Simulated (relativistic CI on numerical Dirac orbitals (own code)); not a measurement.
**Ru⁺: resonant inelastic scattering at the M2,3 edge**

Computed with this model: Dirac-Coulomb-Breit CI, separate exchange-only KLI orbitals for each configuration, model QED, valence Slater integrals scaled by 0.7, Kramers-Heisenberg scattering through one core-hole configuration in a parametric crystal field; configurations [Kr] 4d7 → [Ne] 3s2 3p5 3d10 4s2 4p6 4d8; 300 K; core-hole width 3 eV; summed over polarisations. Incident energies are the highest absorption maxima for each field (at most a few, so the weaker spin-orbit partner edge can be absent), on the computed scale of the free ion. Intensities are in per cent of the strongest line above 0.02 eV; levels within 1 cm⁻¹ are merged; final levels count from the ground level, the first row holds all elastic scattering, lines under 0.4 are left out and each table stops after 24 rows. The scale of the Slater integrals is a model choice and moves the terms in proportion.

Field parameters in Wybourne normalisation: D3d B²₀ = −7Dσ, B⁴₀ = −14Dq − 21Dτ, B⁴₃ = −14√(10/7) Dq; Oh B⁴₀ = 21Dq, B⁴₄ = √(5/14) B⁴₀. The field is a parameter set, without covalency.

S is read from ⟨S²⟩ = S(S + 1).

D3d, 10Dq = 11950, Dσ = 610, Dτ = 80 cm⁻¹:

```tsv
Final level (eV)	Degeneracy	Irrep	S	463.4 eV
0.000	2	Γ4	0.82	686.8
0.004	2	Γ5+Γ6	0.74	67.6
0.134	2	Γ4	1.50	19.1
0.196	2	Γ4	1.44	32.8
0.243	2	Γ5+Γ6	1.42	30.1
0.321	2	Γ4	1.39	13.4
0.479	2	Γ5+Γ6	1.43	21.5
0.479	2	Γ4	1.46	20.8
1.292	2	Γ5+Γ6	0.61	100.0
1.333	2	Γ4	0.72	86.7
1.377	2	Γ4	0.64	59.6
1.427	2	Γ5+Γ6	0.72	67.6
1.463	2	Γ4	0.76	31.8
1.506	2	Γ4	0.69	60.2
1.618	2	Γ4	1.46	4.2
1.646	2	Γ5+Γ6	1.40	4.5
1.669	2	Γ4	1.32	2.7
1.707	2	Γ4	1.30	4.1
1.801	2	Γ4	1.14	18.6
1.804	2	Γ5+Γ6	1.22	12.4
1.849	2	Γ4	0.95	20.9
1.903	2	Γ5+Γ6	0.87	18.0
1.945	2	Γ4	0.59	29.4
2.469	2	Γ4	1.35	12.4
```

Oh, 10Dq = 6300 cm⁻¹:

```csv
Final level (eV),Degeneracy,Irrep,S,463.3 eV
0.000,2,Γ6,1.49,568.0
0.059,4,Γ8,1.48,100.0
0.150,4,Γ8,1.45,46.4
0.208,2,Γ7,1.50,14.6
0.671,4,Γ8,0.62,8.2
0.789,4,Γ8,1.42,29.3
0.797,2,Γ6,1.49,33.3
0.818,4,Γ8,1.49,31.1
0.860,2,Γ7,1.47,0.8
1.250,4,Γ8,0.57,15.6
1.356,2,Γ6,0.53,4.5
1.364,4,Γ8,0.59,7.3
1.386,2,Γ7,0.58,5.0
1.535,4,Γ8,0.92,5.9
1.608,4,Γ8,1.43,9.7
1.661,2,Γ6,0.79,2.5
1.704,2,Γ7,1.45,5.3
1.710,4,Γ8,1.49,24.3
1.841,2,Γ6,1.09,11.3
1.881,4,Γ8,1.21,11.5
1.986,2,Γ6,0.83,5.8
2.042,2,Γ7,0.54,8.4
2.099,4,Γ8,0.57,3.0
2.167,4,Γ8,0.56,10.5
```

For the first field the strongest loss at the lowest incident energy is the level at 1.29 eV (S = 0.61, against 0.79 in the thermal ground state). Levels of other spin, the first over 8 % at 0.13 eV, appear because spin-orbit coupling of the core hole, and in heavier ions of the valence shell too, mixes spins.
